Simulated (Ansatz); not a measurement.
**Molecular dynamics, step by step**

CH₂SeSi, singlet, PBE0-D4/def2-SVP (Ansatz 0.2.0). Settings (timestep in fs, temperature in K, friction in 1/fs; T counts 15 degrees of freedom, while the starting velocities carry no drift of the centre of mass, so T starts below the set value):

```yaml
hamiltonian: {xc: pbe0, dispersion: d4}
md: {n_steps: 80, timestep: 0.5, temperature: 300, ensemble: nvt_langevin, seed: 949, friction: 0.002, initial_velocities: maxwell_boltzmann}
```

Start:

C1  (-0.947, -1.395, 0.596)
Si2  (-0.327, 0.052, -0.059)
Se3  (0.790, 2.038, -0.055)
H4  (-1.532, -2.098, 0.020)
H5  (2.016, 1.402, -0.502)
(Å)

```csv
step,time (fs),potential energy less the start (meV),kinetic energy (meV),T (K)
0,0.00,0.0,155.1,240
5,2.50,3.7,141.3,219
10,5.00,9.0,130.6,202
15,7.50,-79.5,226.9,351
20,10.00,-55.7,203.8,315
25,12.50,-62.2,204.5,316
30,15.00,-57.5,208.0,322
35,17.50,-6.5,141.4,219
40,20.00,-38.2,177.4,274
45,22.50,-55.6,195.3,302
50,25.00,28.8,115.1,178
55,27.50,8.0,149.8,232
60,30.00,71.0,83.1,129
65,32.50,63.0,95.0,147
70,35.00,-1.9,158.0,244
75,37.50,15.0,137.0,212
80,40.00,34.8,141.2,218
```

Step 15, positions (Å) and forces (eV/Å):

```json
{"atom": "C1", "x": "-0.965", "y": "-1.373", "z": "0.514", "Fx": "0.395", "Fy": "0.912", "Fz": "-0.281"}
{"atom": "Si2", "x": "-0.318", "y": "0.054", "z": "-0.047", "Fx": "-0.404", "Fy": "-0.591", "Fz": "-0.161"}
{"atom": "Se3", "x": "0.790", "y": "2.037", "z": "-0.046", "Fx": "0.080", "Fy": "-0.652", "Fz": "0.158"}
{"atom": "H4", "x": "-1.586", "y": "-2.177", "z": "0.093", "Fx": "0.151", "Fy": "0.137", "Fz": "0.185"}
{"atom": "H5", "x": "2.020", "y": "1.367", "z": "-0.552", "Fx": "-0.222", "Fy": "0.194", "Fz": "0.099"}
```

Step 30, positions (Å) and forces (eV/Å):

| atom | x | y | z | Fx | Fy | Fz |
| --- | --- | --- | --- | --- | --- | --- |
| C1 | -0.960 | -1.312 | 0.425 | -1.180 | -2.215 | 0.600 |
| Si2 | -0.316 | 0.052 | -0.037 | 0.934 | 2.086 | -0.910 |
| Se3 | 0.792 | 2.030 | -0.037 | 0.183 | -0.734 | -0.018 |
| H4 | -1.569 | -2.223 | 0.273 | 0.453 | 0.614 | 0.153 |
| H5 | 2.022 | 1.377 | -0.591 | -0.391 | 0.248 | 0.175 |

Step 45, positions (Å) and forces (eV/Å):

```json
{"atom": "C1", "x": "-0.990", "y": "-1.306", "z": "0.360", "Fx": "0.014", "Fy": "-0.148", "Fz": "0.452"}
{"atom": "Si2", "x": "-0.301", "y": "0.077", "z": "-0.037", "Fx": "0.114", "Fy": "0.202", "Fz": "-0.332"}
{"atom": "Se3", "x": "0.797", "y": "2.020", "z": "-0.030", "Fx": "-0.682", "Fy": "0.226", "Fz": "0.374"}
{"atom": "H4", "x": "-1.519", "y": "-2.245", "z": "0.464", "Fx": "-0.037", "Fy": "0.046", "Fz": "-0.195"}
{"atom": "H5", "x": "1.994", "y": "1.446", "z": "-0.597", "Fx": "0.590", "Fy": "-0.325", "Fz": "-0.299"}
```

Last step (80):

```xyz
5
angstrom
C -1.0393 -1.2395 0.2664
Si -0.2848 0.0907 -0.0398
Se 0.8169 1.9989 -0.0020
H -1.5502 -2.1510 0.4084
H 1.9819 1.4539 -0.6243
```

Hardware: 2 CPU threads of an Intel Xeon, shared host. Wall time about 3.4 min.
